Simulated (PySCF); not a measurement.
## Polarisability and C₆ of Cr(2+) (chromium, charge +2)

[Ar] 3d4, high-spin 5D determinant. Calculation: PySCF 2.14, in aug-cc-pwCVTZ-DK with one added diffuse shell each of s, p, d, f, g type (11s10p8d5f4g, 152 functions); scalar relativity by spin-free X2C-1e. Coupled (time-dependent) response in atomic units; α is the mean over directions.

```tsv
method	mean α (bohr³)	α xx, yy, zz	C₆ (like pair)	S(−4)
UHF	3.670	3.454, 3.454, 4.103	10.96	7.003
```

S(−4) is the Cauchy moment in α(ω) = α(0) + S(−4) ω² + …

α(iu) at UHF:

```csv
u (hartree),α(iu) (bohr³)
0,3.670
0.0500,3.653
0.100,3.602
0.200,3.426
0.300,3.195
0.500,2.727
0.750,2.254
1.00,1.894
1.50,1.389
2.00,1.054
3.00,0.6565
5.00,0.3201
```

A single London oscillator, α(iu) = α/(1 + u²/ω²), gives C₆ = (3/4) ω α². Matching the computed C₆ needs ω = 4 × 10.96 / (3 × 3.670²) = 1.08 hartree.

For an ion, C₆ is the dispersion term alone; charge-induced terms of lower order in 1/R come first.

The components differ because the open shell of this determinant is not spherical; for a pure term their mean is the scalar polarisability.
